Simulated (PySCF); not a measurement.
C5H5Cl, SMILES C#CC/C=C/Cl. Atoms are numbered in the order given.

```xyz
11

C      3.3265     0.9828     0.2070
C      2.4650     0.1379     0.1082
C      1.4059    -0.8692     0.0043
C      0.0444    -0.3258     0.3686
C     -0.9897    -0.3486    -0.4718
Cl    -2.5672     0.2618    -0.0662
H      4.0924     1.7303     0.2904
H      1.3869    -1.2840    -1.0180
H      1.6546    -1.7134     0.6745
H     -0.0724     0.1060     1.3670
H     -0.9305    -0.7531    -1.4856
```

Geometry optimised at B3LYP-D3(BJ)/def2-SVP. The structure was generated by enumeration; whether it is a known compound was not checked. Other conformers were not sampled.

Method: PBE0/pcSseg-1 in PySCF.

GIAO shieldings, no solvent; atoms listed in one row are averaged. δ = σ(ref) − σ: ¹³C against TMS (σ = 186.3 ppm); ³⁵Cl against HCl (σ = 945.9 ppm); ¹H against TMS (σ = 31.56 ppm), references at their B3LYP-D3(BJ)/def2-TZVP geometries, non-relativistic (without spin–orbit terms, shifts of atoms bonded to Cl or Br come out too high).

Estimate the chemical shifts. (Estimate from the structure and the level; the computed values follow.)


| nucleus | atoms | count | δ (ppm) |
|---|---|---|---|
| ¹³C | C4 | 1 | 139.3 |
| ¹³C | C5 | 1 | 137.2 |
| ¹³C | C2 | 1 | 84.8 |
| ¹³C | C1 | 1 | 78.3 |
| ¹³C | C3 | 1 | 26.4 |
| ³⁵Cl | Cl6 | 1 | 217.1 |
| ¹H | H11 | 1 | 6.32 |
| ¹H | H10 | 1 | 6.25 |
| ¹H | H9 | 1 | 3.36 |
| ¹H | H8 | 1 | 3.08 |
| ¹H | H7 | 1 | 2.23 |
